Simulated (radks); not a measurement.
These are the eigenvalues of the occupied orbitals of an atom or ion with whole-number occupations (hartree). All-electron calculation, scalar-relativistic Kohn-Sham, SCAN, spin-polarised, spherical densities, finite nucleus; meta-GGA in the generalised Kohn-Sham scheme; Fermi nuclear charge, rms radius of each element as measured or else 0.836 A^(1/3) + 0.57 fm. Program: a radial shooting solver on a logarithmic mesh with Libxc functionals.

orbital  eigenvalue
1s up     -1318.567
1s down   -1318.561
2s up     -208.1835
2s down   -208.1788
2p up     -186.6903
2p down   -186.6845
3s up     -44.19029
3s down   -44.18615
3p up     -37.21710
3p down   -37.21146
3d up     -27.01241
3d down   -27.00535
4s up      -9.07232
4s down    -9.05846
4p up      -6.82831
4p down    -6.81501
4d up      -3.55666
4d down    -3.53676
5s up      -1.74217
5p up      -1.20173
5p down    -1.09019
5d up      -0.51955

Which element is it, and in what charge state? The configuration may be excited. Open shells, if any, are filled with parallel spins first.

Answer. Z = 55, caesium, charge +2: Cs2+ in [Kr] 4d10 5s1 5p5 5d1. The list shows which subshells hold electrons but not how many an open one holds; the 1s level, -1318.6 hartree, gives Z - s = 51.4 by -(Z - s)^2/2, which with screening and relativity narrows Z to a few neighbours, and the depths of the outer levels then fix element, charge and occupations together.
